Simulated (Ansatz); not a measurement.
`C1[SiH2][GaH][S]1`. The species carries charge 0 and has multiplicity 1. The geometry is a stationary point of PBE0-D4/def2-TZVP.

```xyz
9

C    -1.038   -0.011   -0.825
Si    0.661   -0.936   -0.985
Ga    0.745    0.396    1.212
S    -1.270    1.031    0.663
H    -1.837   -0.759   -0.849
H    -1.168    0.619   -1.710
H     0.662   -1.338    0.597
H     1.492    0.371   -0.471
H     1.753    0.629    2.368
```

Task: What is the dipole moment at B3LYP/def2-TZVPP? (Best estimate.)

Result: Computed: 0.58 D, with components (0.51, -0.09, 0.25) D in this frame, pointing from negative to positive charge.

Task: And with PBE, r2SCAN, ωB97M-V? (An estimate is asked.)

Result: The calculation gave: PBE 0.41 D, r2SCAN 0.50 D, ωB97M-V 0.71 D.

Task: Give the Mulliken charges with B3LYP, ωB97M-V, r2SCAN in def2-TZVPP. (Estimate.)

Result: Ansatz gave: 
```
atom  B3LYP  ωB97M-V  r2SCAN
  C1  -0.22    -0.29   -0.13
 Si2   0.11     0.03    0.05
 Ga3   0.27     0.23    0.27
  S4  -0.19    -0.17   -0.22
  H5   0.11     0.13    0.08
  H6   0.11     0.13    0.08
  H7  -0.09    -0.05   -0.07
  H8  -0.09    -0.05   -0.07
  H9   0.00     0.04    0.00
```

B3LYP here is the variant with VWN-RPA as its local correlation; programs differ in this.
